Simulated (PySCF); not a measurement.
## Vertical excitation energies

C₅H₁₀Se.
Numbering: `[CH3:1][CH2:2][C:3](=[Se:4])[CH2:5][CH3:6]` (hydrogens: H7, H8, H9 on C1; H10, H11 on C2; H12, H13 on C5; H14, H15, H16 on C6)

Method used: TDDFT CAM-B3LYP/def2-SVPD, vertical, gas phase, core orbitals frozen in the response in PySCF. Geometry: PBE0-D3(BJ)/def2-SVP, one conformer, isolated molecule. The CAM-B3LYP/def2-SVPD calculation is non-relativistic and has no spin–orbit coupling, an omission that weighs most on selenium. Torsions of this conformer, `[CH3:1][CH2:2][C:3](=[Se:4])[CH2:5][CH3:6]`: C1–C2–C3–Se4 6°, C2–C3–C5–C6 91°.

Task: Predict the UV-vis stick spectrum at this level.

Result: 

```
state  E (eV)  E (kJ/mol)  λ (nm)       f  main configurations (H = HOMO, L = LUMO)
   S1    2.23         215   556.9  0.0001                                 H→L (99%)
   S2    5.00         482   248.0   0.222                               H-1→L (94%)
   S3    5.67         547   218.5   0.065                  H→L+1 (54%), H→L+2 (38%)
   S4    5.69         549   217.9  0.0032                               H-2→L (92%)
   S5    5.92         571   209.4   0.015     H→L+2 (41%), H→L+1 (25%), H→L+5 (22%)
   S6    6.48         625   191.3  0.0015                  H→L+3 (50%), H→L+4 (36%)
   S7    6.55         632   189.3  0.0058                               H-3→L (88%)
   S8    6.63         640   187.0   0.018                  H→L+4 (52%), H→L+3 (32%)
   S9    6.74         651   183.9   0.015     H→L+5 (51%), H→L+2 (17%), H→L+1 (14%)
  S10    7.17         692   172.9   0.034                             H-1→L+1 (89%)
```

Triplets, Tamm–Dancoff:

```json
{"state": "T1", "E (eV)": "1.83", "λ (nm)": "678.5", "main configurations (H = HOMO, L = LUMO)": "H→L (98%)"}
{"state": "T2", "E (eV)": "2.61", "λ (nm)": "475.7", "main configurations (H = HOMO, L = LUMO)": "H-1→L (96%)"}
{"state": "T3", "E (eV)": "5.06", "λ (nm)": "245.2", "main configurations (H = HOMO, L = LUMO)": "H-2→L (87%)"}
{"state": "T4", "E (eV)": "5.37", "λ (nm)": "230.8", "main configurations (H = HOMO, L = LUMO)": "H→L+2 (54%), H→L+1 (21%), H→L+10 (8%)"}
```

The lowest singlet lies at 2.23 eV (557 nm, visible) and is dark (f under 0.0005); its leading configuration is HOMO→LUMO (99%). The most intense listed level is S2 at 5.00 eV (248 nm, f = 0.222), 2.77 eV above S1. Löwdin shares by element: HOMO selenium 76%, carbon 11% or more; LUMO carbon 48% or more, selenium 41%. Orbital energies (eV): HOMO-3 -11.24, HOMO-2 -10.70, HOMO-1 -8.72, HOMO -7.26, LUMO -1.04, LUMO+1 1.12, LUMO+2 1.50. The oscillator strengths of these states sum to 0.379; summed over the whole spectrum of an exact calculation they would give the number of electrons, 74 (Thomas–Reiche–Kuhn). The listed states span 4.94 eV, and the widest gap between neighbours is 2.77 eV (S1 to S2). S1 lies in the visible range (380 to 750 nm), at 557 nm, dark in the vertical dipole picture (f under 0.0005); light of that wavelength is green, and its complementary colour is purple; a Tamm–Dancoff triplet lies at 679 nm, without intensity as long as spin–orbit coupling is left out. All these states lie below the vertical ionisation energy of 8.06 eV (ΔSCF). Only the lowest 10 singlets were computed, as vertical energies without vibronic structure.
